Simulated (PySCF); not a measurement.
PySCF input for B(Me)(OH)(SeH) (CH₅BOSe), SMILES CB(O)[SeH], B3LYP-D3(BJ)/def2-SVP. The structure is a stationary point at B3LYP-D3(BJ)/def2-SVP. This is a generated structure with no PubChem entry under its InChIKey; it may be hypothetical. One conformer was computed; it need not be the lowest.

```python
import numpy as np
from pyscf import gto, scf, dft, df
from pyscf.hessian import thermo

mol = gto.M(
    atom='''
    B    -0.12673805    0.93450169   -0.00000000
    C     1.15612722    1.85300005    0.00000000
    H     1.15490758    2.51259413   -0.88664395
    H     1.15490759    2.51259413    0.88664394
    H     2.10418128    1.29586222   -0.00000000
    O    -1.39480455    1.42276487    0.00000000
    H    -1.43299735    2.38841080    0.00000000
    Se    0.09479237   -1.01648060   -0.00000000
    H    -1.34857617   -1.32174873   -0.00000000
    ''',
    basis='def2-SVP',
    charge=0,
    spin=0,
    max_memory=1600,
    verbose=3,
)
mf = dft.RKS(mol, xc='b3lyp').density_fit(auxbasis='def2-universal-jkfit')
mf.disp = 'd3bj'
mf.grids.level = 3
mf.conv_tol = 1e-11
mf.max_cycle = 100
mf.kernel()

# [left out here: the lines that compute and print the analytic Hessian (its translational invariance restored by hand, since the grid's response is missing), thermochemistry and intensities]
```

Program output:

```
converged SCF energy = -2542.48280088175

WARN: DFTD3 does not support analytical Hessian, using finite difference


WARN: Mole.unit (angstrom) is changed to Bohr

Mode                                 0                   1                   2
Irrep
Freq [cm^-1]                       43.3842            234.5891            313.7311
Reduced mass [au]                   1.0353              3.1556              5.3657
Force const [Dyne/A]                0.0011              0.1023              0.3112
Char temp [K]                      62.4202            337.5214            451.3892
Normal mode                   x     y     z       x     y     z       x     y     z
       0   B                 0.00  0.00  0.03    0.10  0.01 -0.00   -0.06  0.01 -0.00
       1   C                 0.00  0.00 -0.00   -0.01  0.17 -0.00   -0.07  0.03  0.00
       2   H                 0.24 -0.43 -0.33   -0.13  0.18  0.00   -0.12  0.03  0.00
       3   H                -0.24  0.43 -0.33   -0.13  0.18 -0.00   -0.12  0.03 -0.00
       4   H                -0.00 -0.00  0.50    0.09  0.34  0.00   -0.04  0.10  0.00
       5   O                -0.00 -0.00  0.03    0.08 -0.05  0.00    0.01  0.18  0.00
       6   H                -0.00 -0.00  0.05    0.04 -0.05  0.00    0.18  0.19 -0.00
       7  Se                -0.00 -0.00 -0.01   -0.03 -0.03  0.00    0.02 -0.05 -0.00
       8   H                -0.00  0.00 -0.09   -0.07  0.18  0.00    0.04 -0.15  0.00
Mode                                 3                   4                   5
Irrep
Freq [cm^-1]                      341.9760            429.7767            519.2834
Reduced mass [au]                   1.0553              2.4591              3.0639
Force const [Dyne/A]                0.0727              0.2676              0.4868
Char temp [K]                     492.0273            618.3530            747.1333
Normal mode                   x     y     z       x     y     z       x     y     z
       0   B                -0.00 -0.00 -0.05   -0.00 -0.00 -0.23   -0.02  0.15 -0.00
       1   C                 0.00 -0.00  0.03   -0.00 -0.00 -0.00    0.11  0.09  0.00
       2   H                 0.13  0.02  0.05    0.24  0.14  0.11    0.29  0.08 -0.00
       3   H                -0.13 -0.02  0.05   -0.24 -0.14  0.11    0.29  0.08  0.00
       4   H                -0.00 -0.00  0.17   -0.00 -0.00  0.19   -0.02 -0.14 -0.00
       5   O                -0.00 -0.00 -0.02    0.00 -0.00  0.06   -0.10  0.01 -0.00
       6   H                -0.00 -0.00  0.09    0.00 -0.00  0.27   -0.28  0.01  0.00
       7  Se                 0.00  0.00 -0.01    0.00  0.00  0.01    0.00 -0.04  0.00
       8   H                 0.00 -0.00  0.93    0.00 -0.00 -0.25   -0.01  0.03 -0.00
Mode                                 6                   7                   8
Irrep
Freq [cm^-1]                      538.4558            708.2531            865.7337
Reduced mass [au]                   1.1225              1.0973              1.6753
Force const [Dyne/A]                0.1918              0.3243              0.7398
Char temp [K]                     774.7180           1019.0185           1245.5980
Normal mode                   x     y     z       x     y     z       x     y     z
       0   B                 0.00 -0.00  0.02    0.00 -0.01  0.00    0.00  0.00 -0.14
       1   C                -0.00 -0.00  0.01    0.06  0.03 -0.00   -0.00  0.00  0.13
       2   H                -0.13 -0.07 -0.05   -0.01  0.04  0.00   -0.35 -0.31 -0.12
       3   H                 0.13  0.07 -0.05   -0.01  0.04 -0.00    0.35  0.31 -0.12
       4   H                -0.00  0.00 -0.10    0.11  0.13 -0.00   -0.00 -0.00 -0.26
       5   O                 0.00  0.00 -0.08    0.02 -0.02 -0.00    0.00 -0.00  0.03
       6   H                 0.00  0.00  0.91   -0.03 -0.02 -0.00    0.00 -0.00 -0.12
       7  Se                -0.00  0.00  0.00   -0.02  0.01 -0.00   -0.00  0.00  0.00
       8   H                 0.00 -0.00 -0.03    0.18 -0.92 -0.00    0.00 -0.00  0.07
Mode                                 9                  10                  11
Irrep
Freq [cm^-1]                      865.8184            922.8194           1170.1917
Reduced mass [au]                   1.5166              1.7962              1.8641
Force const [Dyne/A]                0.6698              0.9012              1.5040
Char temp [K]                    1245.7199           1327.7316           1683.6454
Normal mode                   x     y     z       x     y     z       x     y     z
       0   B                 0.01  0.03  0.00    0.06  0.14 -0.00   -0.06 -0.18  0.00
       1   C                -0.12  0.07 -0.00   -0.06 -0.08  0.00   -0.00  0.05 -0.00
       2   H                 0.29 -0.01 -0.05   -0.21 -0.08 -0.00    0.22  0.06  0.01
       3   H                 0.28 -0.01  0.05   -0.21 -0.08  0.00    0.22  0.06 -0.01
       4   H                -0.43 -0.47  0.00   -0.06 -0.05 -0.00    0.01  0.05  0.00
       5   O                 0.08 -0.03 -0.00    0.08  0.01  0.00    0.05  0.05 -0.00
       6   H                 0.19 -0.03  0.00   -0.64 -0.03 -0.00   -0.62 -0.00  0.00
       7  Se                -0.00  0.00 -0.00   -0.00 -0.01 -0.00    0.00  0.00  0.00
       8   H                 0.03 -0.14 -0.00    0.02 -0.07  0.00   -0.01  0.06  0.00
Mode                                12                  13                  14
Irrep
Freq [cm^-1]                     1309.6785           1389.1933           1438.9020
Reduced mass [au]                   1.4953              4.6747              1.0781
Force const [Dyne/A]                1.5112              5.3153              1.3151
Char temp [K]                    1884.3358           1998.7399           2070.2597
Normal mode                   x     y     z       x     y     z       x     y     z
       0   B                -0.08  0.08 -0.00    0.22 -0.04 -0.00    0.04 -0.04 -0.00
       1   C                -0.07 -0.09 -0.00   -0.09 -0.04 -0.00    0.04 -0.02 -0.00
       2   H                 0.29  0.27  0.25    0.22  0.02  0.04   -0.21  0.44  0.34
       3   H                 0.29  0.27 -0.25    0.22  0.02 -0.04   -0.21  0.44 -0.34
       4   H                 0.21  0.38  0.00    0.03  0.16  0.00   -0.20 -0.41  0.00
       5   O                 0.05 -0.03  0.00   -0.10  0.04  0.00   -0.02  0.01  0.00
       6   H                 0.10 -0.03 -0.00   -0.07  0.05  0.00   -0.03  0.01 -0.00
       7  Se                 0.00 -0.00 -0.00   -0.00  0.00  0.00   -0.00  0.00  0.00
       8   H                -0.01  0.02  0.00    0.02 -0.08 -0.00    0.01 -0.02 -0.00
Mode                                15                  16                  17
Irrep
Freq [cm^-1]                     1443.7248           2414.2154           3014.8662
Reduced mass [au]                   1.0472              1.0205              1.0411
Force const [Dyne/A]                1.2860              3.5043              5.5753
Char temp [K]                    2077.1986           3473.5184           4337.7212
Normal mode                   x     y     z       x     y     z       x     y     z
       0   B                 0.00 -0.00  0.02   -0.00 -0.00 -0.00    0.00  0.00 -0.00
       1   C                 0.00 -0.00  0.06    0.00 -0.00  0.00   -0.03 -0.05 -0.00
       2   H                 0.46 -0.12 -0.05   -0.00 -0.00 -0.00   -0.01  0.37 -0.52
       3   H                -0.46  0.12 -0.05   -0.00 -0.00  0.00   -0.01  0.37  0.52
       4   H                -0.00 -0.00 -0.71    0.00  0.00 -0.00    0.32 -0.21  0.00
       5   O                -0.00  0.00 -0.00    0.00  0.00  0.00   -0.00 -0.00 -0.00
       6   H                -0.00  0.00  0.02    0.00  0.00 -0.00   -0.00  0.00 -0.00
       7  Se                -0.00  0.00 -0.00   -0.01 -0.00  0.00   -0.00  0.00  0.00
       8   H                 0.00 -0.00  0.00    0.97  0.21 -0.00   -0.00 -0.00 -0.00
Mode                                18                  19                  20
Irrep
Freq [cm^-1]                     3081.0871           3125.9022           3824.1861
Reduced mass [au]                   1.0986              1.0995              1.0657
Force const [Dyne/A]                6.1447              6.3301              9.1829
Char temp [K]                    4432.9984           4497.4773           5502.1524
Normal mode                   x     y     z       x     y     z       x     y     z
       0   B                -0.00  0.00  0.00   -0.00 -0.00  0.00    0.00  0.00  0.00
       1   C                -0.00 -0.00  0.09    0.06 -0.06  0.00    0.00 -0.00  0.00
       2   H                 0.00  0.41 -0.53    0.01  0.14 -0.21   -0.00 -0.00 -0.00
       3   H                -0.00 -0.41 -0.53    0.01  0.14  0.21   -0.00 -0.00  0.00
       4   H                 0.00 -0.00  0.02   -0.76  0.45  0.00    0.00  0.00  0.00
       5   O                 0.00 -0.00 -0.00   -0.00  0.00 -0.00   -0.00  0.06  0.00
       6   H                -0.00  0.00  0.00   -0.00 -0.00 -0.00    0.06 -0.97 -0.00
       7  Se                 0.00 -0.00  0.00    0.00  0.00  0.00   -0.00 -0.00 -0.00
       8   H                -0.00 -0.00 -0.00   -0.00 -0.00 -0.00   -0.00 -0.00  0.00
temperature 298.1500 [K]
pressure 101325.00 [Pa]
Rotational constants [GHz] 8.39754 2.71498 2.07841
Symmetry number 1
Zero-point energy (ZPE) 0.06378 [Eh]   167451.880 [J/mol]
                           tot       elec      trans        rot        vib
Entropy [J/mol/K]       330.719      0.000    168.745    110.122     51.852
Cv [J/mol/K]             82.806      0.000     12.472     12.472     57.862
Cp [J/mol/K]             91.120      0.000     20.786     12.472     57.862
Internal energy [J/mol]                      3718.434   3718.434 175726.153
Internal energy [Eh]   -2542.41304  -2542.48280
Enthalpy [J/mol]                             6197.391   3718.434 175726.153
Enthalpy [Eh]          -2542.41209
Gibbs free energy [J/mol]                  -44113.855 -29114.511 160266.429
Gibbs free energy [Eh] -2542.44965
mode   freq/cm-1   IR/(km/mol)
   1       43.38         0.517
   2      234.59         0.574
   3      313.73         3.569
   4      341.98        12.568
   5      429.78         0.307
   6      519.28        24.543
   7      538.46        99.425
   8      708.25         6.414
   9      865.73        19.715
  10      865.82         0.175
  11      922.82       167.559
  12     1170.19       168.754
  13     1309.68        88.256
  14     1389.19       205.350
  15     1438.90         5.502
  16     1443.72         3.949
  17     2414.22        16.308
  18     3014.87         5.137
  19     3081.09         8.783
  20     3125.90         8.310
  21     3824.19        61.054
max |gradient| / (hartree/bohr): 4.075287835087621e-05
APT charges: [ 0.9847 -0.2612  0.0036  0.0036  0.0253 -0.7728  0.2965 -0.2599 -0.0198]
```

The run converged.

Cost: very roughly 100 core-seconds.
